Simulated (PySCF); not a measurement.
# Spinor energies of P⁵⁺ (phosphorus, charge +5)

Start: [Ne]. Calculated with PySCF 2.14 in an uncontracted even-tempered set (19 s from 0.079 bohr⁻², ratio 2.6; 13 p from 0.1 bohr⁻², ratio 2.6; 7 d from 0.11 bohr⁻², ratio 2.8; 3 f from 7.9 bohr⁻², ratio 2.8): generalised Hartree-Fock with the X2C-1e Hamiltonian and a Gaussian nucleus; spin-orbit coupling (SO) screened by Boettger's factors.

```tsv
spinor shell	electrons	ε, screened SO (eV)	weight of nominal j (screened SO)	rms radius, screened SO (bohr)
1s1/2	2	-2260.9	1.000	0.120
2s1/2	2	-280.07	1.000	0.557
2p1/2	2	-222.97	1.000	0.532
2p3/2	4	-221.97	1.000	0.534
```

```json
{"quantity": "E (hartree)", "screened SO": "-335.17700"}
{"quantity": "M_J", "screened SO": "0"}
{"quantity": "⟨J²⟩", "screened SO": "0.000"}
{"quantity": "⟨L²⟩", "screened SO": "0.000"}
{"quantity": "⟨S²⟩", "screened SO": "0.000"}
```
